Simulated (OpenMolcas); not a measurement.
Ag⁵⁺: effect of the basis set

```json
{
  "Program": "OpenMolcas 26.06",
  "Method": "CASSCF",
  "Active space": "6 electrons in 5 orbitals (4d)",
  "State averaging": "2S+1 = 5 even, 5 roots; 2S+1 = 3 even, 45 roots; 2S+1 = 1 even, 50 roots",
  "Spin-orbit coupling": "state interaction with AMFI integrals over the reference wave functions, term energies averaged over their components"
}
```

A. ANO-R1 [6s4p3d1f], X2C, finite nucleus; cost of the order of 17 core-seconds
B. ANO-RCC-VDZP [6s5p3d1f], DKH2, point nucleus; cost roughly 23 core-seconds
C. ANO-R2 [7s5p4d2f1g], X2C, finite nucleus; cost roughly 18 core-seconds
D. ANO-RCC-VTZP [7s6p4d2f1g], DKH2, point nucleus; cost of the order of 27 core-seconds
E. ANO-R3 [8s6p5d3f2g1h], X2C, finite nucleus; cost of the order of 40 core-seconds
F. ANO-RCC-VQZP [8s7p5d3f2g1h], DKH2, point nucleus; cost roughly 24 core-seconds

Energies in eV above 4d⁶ ⁵D₄, the measured ground level; measured values from the list in Gamrath, thesis, University of Mons (2023).

```csv
Level,A,B,C,D,E,F,Measured
4d⁶ ⁵D₄,0.0000,0.0000,0.0000,0.0000,0.0000,0.0000,0.0000
4d⁶ ⁵D₃,0.3441,0.3474,0.3131,0.3140,0.3140,0.3124,0.3338
4d⁶ ⁵D₂,0.5208,0.5239,0.4813,0.4824,0.4821,0.4802,0.4901
4d⁶ ⁵D₁,0.6472,0.6514,0.5974,0.5988,0.5985,0.5961,0.6126
4d⁶ ⁵D₀,0.7053,0.7096,0.6516,0.6531,0.6528,0.6502,0.6670
4d⁶ ³H₆,3.0200,2.9885,3.0211,3.0181,3.0187,3.0207,2.6672
4d⁶ ³H₅,3.0910,3.0587,3.0930,3.0900,3.0906,3.0926,2.7043
4d⁶ ³P₂(1),3.1417,3.1051,3.1593,3.1556,3.1552,3.1583,2.6088
4d⁶ ³F₃(1) [74 %],3.5362,3.5007,3.5323,3.5291,3.5298,3.5316,3.0303
4d⁶ ³F₄(1) [50 %],3.5465,3.5160,3.5198,3.5174,3.5188,3.5194,
4d⁶ ³F₂(1),3.6810,3.6456,3.6691,3.6661,3.6670,3.6684,3.1376
4d⁶ ³G₅,3.9595,3.9266,3.9268,3.9243,3.9261,3.9264,3.4664
4d⁶ ³P₁(1),4.0861,4.0558,4.0304,4.0287,4.0308,4.0299,3.5003
4d⁶ ³P₀(1) [73 %],4.1627,4.1256,4.1303,4.1277,4.1284,4.1290,
4d⁶ ³G₄,4.2178,4.1832,4.1784,4.1761,4.1780,4.1779,3.6773
4d⁶ ³G₃ [74 %],4.3170,4.2843,4.2654,4.2634,4.2658,4.2651,3.7643
4d⁶ ¹I₆,4.7537,4.7100,4.7292,4.7256,4.7275,4.7287,4.2396
4d⁶ ³D₂,4.8271,4.7801,4.8210,4.8168,4.8175,4.8196,4.0481
4d⁶ ³D₁,4.9180,4.8742,4.8942,4.8906,4.8921,4.8931,4.1607
4d⁶ ³D₃,4.9356,4.8901,4.9188,4.9149,4.9161,4.9175,4.1546
4d⁶ ¹G₄(1),5.2389,5.1958,5.1876,5.1846,5.1873,5.1872,4.6471
4d⁶ ¹S₀(1) [69 %],5.9914,5.9412,5.9387,5.9352,5.9376,5.9375,
4d⁶ ¹D₂(1),6.1271,6.0712,6.0971,6.0927,6.0942,6.0955,5.1295
4d⁶ ¹F₃,6.6499,6.5809,6.6597,6.6534,6.6529,6.6566,5.5451
```

Deviations, from unrounded energies. A percentage is the sum of absolute deviations over the sum of measured energies, with the sign that they share, or ± where signs differ.

```
                        Against measurement  Levels      A      B      C      D      E      F
             mean absolute deviation (cm-1)      20   4100   3800   3900   3900   3900   3900
      fine structure of the ground term (%)       4   +5.4   +6.1   -2.9   -2.6   -2.7   -3.1
other terms of the ground configuration (%)      16  +16.6  +15.5  +16.0  +16.0  +16.0  +16.0
```

B, C, D, E, F lie about equally close to measurement and A furthest from it. The largest miss of B in the table is 4d⁶ ¹F₃, by +8400 cm-1. The ranking rests on the paired levels alone, and a cruder setting can come out closer through cancelling errors.

Among A to F the level of the table that moves most is 4d⁶ ¹F₃, by 640 cm-1 (lowest in B, highest in C).

Without dynamic correlation excited terms often stand tens of per cent too high (terms of higher spin than the ground term too low), and those without a measured partner can miss by more than the paired ones. The basis is small and was not contracted for so high a charge (holds for A; B). Some levels mix across a computed gap that differs much from the measured one, so their mixing is not that of the real levels (holds for C; D; E; F). Computed and measured levels are paired by configuration, term and J; levels that our copy of the source lacks, or whose pairing is in doubt (as where it misses far off the trend of its configuration), stay unpaired and out of the deviations. Only configurations of the active space appear. The table leaves out levels that lie high or whose names do not pair safely across all columns.

A share in square brackets marks a mixed level and gives the weight of the term that names it, the lowest over the columns. A number in round brackets counts repeated terms of one configuration in the order of the reference energies.
